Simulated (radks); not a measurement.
Results of a calculation; reference values are marked as such.
K11+, configuration [He] 2s2 2p4.

Level of theory: Dirac Kohn-Sham, BLYP, spin-unpolarised, spherical densities, finite nucleus; open shells fill j = l - 1/2 first; Fermi nuclear charge, rms radius 3.4349 fm (a radial shooting solver on a logarithmic mesh with Libxc functionals).

Energy parts (eV):
total: -14540.925
kinetic: 14662.216
electron-nucleus: -31710.891
Hartree: 3162.185
exchange-correlation: -654.435

Orbitals (lengths in bohr, moments of r in powers of bohr; r(90%) holds 90 % of the orbital's charge):
| orbital | occ. | eigenvalue (eV) | r(90%) | <r^4> |
|---|---|---|---|---|
| 1s1/2 | 2 | -3902.877 | 0.144 | 0.0001985 |
| 2s1/2 | 2 | -668.5869 | 0.567 | 0.04332 |
| 2p1/2 | 2 | -607.1518 | 0.528 | 0.03255 |
| 2p3/2 | 2 | -603.7678 | 0.530 | 0.03325 |

The highest occupied level is 2p3/2 at -603.77 eV. The density falls to 0.001 e/bohr^3 at r = 1.15 bohr. For comparison, the ionisation energy in NIST's Atomic Spectra Database is 631 eV (semi-empirical). In exact Kohn-Sham theory the highest level is minus the ionisation energy, but local and semilocal functionals leave it too shallow, through self-interaction and a potential that decays too fast; potentials with the right tail come closer. Summed over all electrons, <r^2> = 0.8494 bohr^2, which gives a Langevin (diamagnetic) susceptibility term of -0.673 x 10^-6 cm^3/mol.

Beside tabulated values, note that spin-unpolarised runs miss the spin-polarisation part of the exchange energy of open shells.
